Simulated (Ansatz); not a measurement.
## A basis-limit estimate, worked out

An elementary step of AlH4O2F, closed shell (AlH₃O₂ ([OH][AlH][OH]) + HF → AlH₂O₂F ([OH][Al]([OH])[F]) + H₂; bonds formed: H2–H5; dative contacts that become bonds: Al1–F6; bonds broken: Al1–H2, H5–F6). “Start” is the structure reached by relaxing down from the saddle towards the reactants; PBE0-D4/def2-TZVP structures. The saddle:

Al1  (-0.186, -0.124, -0.188)
H2  (1.258, -0.839, 0.286)
O3  (-0.255, 0.577, -1.718)
O4  (-1.614, -0.730, 0.469)
H5  (1.285, 0.268, 0.955)
F6  (0.697, 1.099, 1.081)
H7  (0.493, 0.940, -2.186)
H8  (-1.677, -1.192, 1.301)
(Å)

Ansatz 0.2.0; basis: def2-TZVPP and def2-QZVPP; cores frozen in the correlated methods.

Energies in eV:

| quantity | saddle | start |
| --- | --- | --- |
| Hartree–Fock, triple zeta (X = 3) | -13432.67854 | -13433.05245 |
| Hartree–Fock, quadruple zeta (X = 4) | -13433.23235 | -13433.60290 |
| MP2 correlation, X = 3 | -23.20444 | -22.93289 |
| MP2 correlation, X = 4 | -25.17613 | -24.90612 |
| CCSD(T) correlation, X = 3 | -24.25326 | -24.01149 |

Work out the barrier at the basis limit: extrapolate Hartree–Fock as E(X) = E∞ + A exp(−7.88 √X) and the MP2 correlation as E(X) = E∞ + B X^−2.97 (the exponents that Neese and Valeev fitted for def2-TZVPP and QZVPP), then add CCSD(T) − MP2 in triple zeta.

Each step is linear, so take the differences first (saddle − start): Hartree–Fock 0.37391 (X = 3) and 0.37055 (X = 4); MP2 correlation -0.27155 and -0.27001; CCSD(T) correlation -0.24177.
Two points give E∞ = E(4) + w [E(4) − E(3)], with w = 1/(exp(7.88 (2 − √3)) − 1) = 0.1377 for Hartree–Fock and w = 1/((4/3)^2.97 − 1) = 0.7407 for the correlation.
Hartree–Fock: 0.37055 + 0.1377 × (-0.00336) = 0.3701 eV.
MP2 correlation: -0.27001 + 0.7407 × 0.00154 = -0.2689 eV.
CCSD(T) − MP2: -0.24177 − (-0.27155) = 0.0298 eV.
Sum: 0.3701 + (-0.2689) + 0.0298 = 0.1310 eV, or 3.02 kcal/mol. Plain CCSD(T) in triple zeta gives 0.1321 eV, so the larger basis shifts the result by -0.0011 eV.

T1 diagnostic: at most 0.013.

Labels in which every atom is bracketed show which atoms are joined, not bond orders.

For scale, one of the runs: CCSD(T)/def2-TZVPP, 191 basis functions, launched by `ansatz run in.yaml --threads 2 --pin off --events-out ev --progress --plain --max-ram 4352MiB`. Time: 46 s of wall clock on 2 CPU threads of an Intel Xeon Platinum 8488C; the host was shared. Peak host memory: 2.2 GiB.
